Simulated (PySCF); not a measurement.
Species: CH3NO2Si.
SMILES: `N#C[SiH](O)O`

Level of theory: TDDFT wB97X-D/def2-SVPD, vertical, gas phase, core orbitals frozen in the response in PySCF 2.14.0, density-fitted response routines. Geometry: PBE0-D3(BJ)/def2-SVP, one conformer, isolated molecule. Torsions of this conformer, `[N:1]#[C:2][SiH:3]([OH:4])[OH:5]`: H–O4–Si3–C2 -65°, H–O5–Si3–C2 -17°.

Question: What does the calculation give for the low-lying excited states?

Answer: 

```json
{"state": "S1", "E (eV)": "7.04", "λ (nm)": "176.1", "ν̃ (cm⁻¹)": "56780", "f": "0.0002", "|μ| (D)": "0.08", "main configurations (H = HOMO, L = LUMO)": "H-2→L+1 (23%), H-1→L (21%), H-2→L (20%)"}
{"state": "S2", "E (eV)": "7.37", "λ (nm)": "168.1", "ν̃ (cm⁻¹)": "59480", "f": "0.0011", "|μ| (D)": "0.20", "main configurations (H = HOMO, L = LUMO)": "H-2→L+1 (38%), H-1→L (32%)"}
{"state": "S3", "E (eV)": "7.39", "λ (nm)": "167.8", "ν̃ (cm⁻¹)": "59610", "f": "0.0003", "|μ| (D)": "0.09", "main configurations (H = HOMO, L = LUMO)": "H-1→L+1 (41%), H-2→L (28%)"}
{"state": "S4", "E (eV)": "7.79", "λ (nm)": "159.2", "ν̃ (cm⁻¹)": "62800", "f": "0.0062", "|μ| (D)": "0.46", "main configurations (H = HOMO, L = LUMO)": "H→L (58%), H-3→L (12%)"}
{"state": "S5", "E (eV)": "7.84", "λ (nm)": "158.1", "ν̃ (cm⁻¹)": "63270", "f": "0.0059", "|μ| (D)": "0.45", "main configurations (H = HOMO, L = LUMO)": "H→L+1 (64%)"}
{"state": "S6", "E (eV)": "8.40", "λ (nm)": "147.6", "ν̃ (cm⁻¹)": "67750", "f": "0.011", "|μ| (D)": "0.58", "main configurations (H = HOMO, L = LUMO)": "H-3→L+1 (48%), H-3→L (23%)"}
{"state": "S7", "E (eV)": "8.55", "λ (nm)": "145.0", "ν̃ (cm⁻¹)": "68960", "f": "0.015", "|μ| (D)": "0.68", "main configurations (H = HOMO, L = LUMO)": "H-3→L (29%), H-3→L+1 (22%), H→L (12%)"}
{"state": "S8", "E (eV)": "8.72", "λ (nm)": "142.2", "ν̃ (cm⁻¹)": "70330", "f": "0.071", "|μ| (D)": "1.46", "main configurations (H = HOMO, L = LUMO)": "H-4→L (47%), H-1→L (16%), H-3→L (14%)"}
{"state": "S9", "E (eV)": "9.18", "λ (nm)": "135.1", "ν̃ (cm⁻¹)": "74020", "f": "0.021", "|μ| (D)": "0.78", "main configurations (H = HOMO, L = LUMO)": "H-4→L+1 (46%), H-5→L (23%)"}
{"state": "S10", "E (eV)": "9.28", "λ (nm)": "133.6", "ν̃ (cm⁻¹)": "74850", "f": "0.122", "|μ| (D)": "1.86", "main configurations (H = HOMO, L = LUMO)": "H-5→L+1 (12%), H→L+2 (12%), H-5→L (8%)"}
```

Triplets (Tamm–Dancoff): T1 5.86 eV, H-2→L (21%), H-1→L+1 (20%), H-1→L (14%); T2 6.45 eV, H-2→L (34%), H-1→L+1 (28%); T3 6.45 eV, H-2→L+1 (36%), H-1→L (27%); T4 6.94 eV, H→L (32%), H-3→L (23%).

The lowest singlet comes at 176 nm (679 kJ/mol) in the vacuum ultraviolet; it is dark (f under 0.0005); its leading configuration is HOMO-2→LUMO+1 (23%). The strongest level in the table is S10 at 9.28 eV (134 nm, f = 0.122). It is the last of those listed, so stronger ones may follow. Löwdin shares by element: HOMO oxygen 51%, silicon 13%, nitrogen 12% (atoms not listed hold the other 24%); LUMO silicon 25%, carbon 24%, nitrogen 24%, oxygen 11% or more (atoms not listed hold the other 17%). The oscillator strengths of these states sum to 0.253; summed over the whole spectrum of an exact calculation they would give the number of electrons, 46 (Thomas–Reiche–Kuhn). Of the 10 states listed, 5 reach f = 0.01 and 2 stay under 0.0005. Orbital energies (eV): HOMO-3 -12.47, HOMO-2 -12.12, HOMO-1 -12.08, HOMO -11.80, LUMO 0.85, LUMO+1 0.95, LUMO+2 1.85. The vertical ionisation energy (ΔSCF) is 12.26 eV, 2.98 eV above S10. The window holds the lowest 10 singlets.

Hardware: one thread of an Arm Neoverse V1, no GPU, shared host. Cost: 76 s.
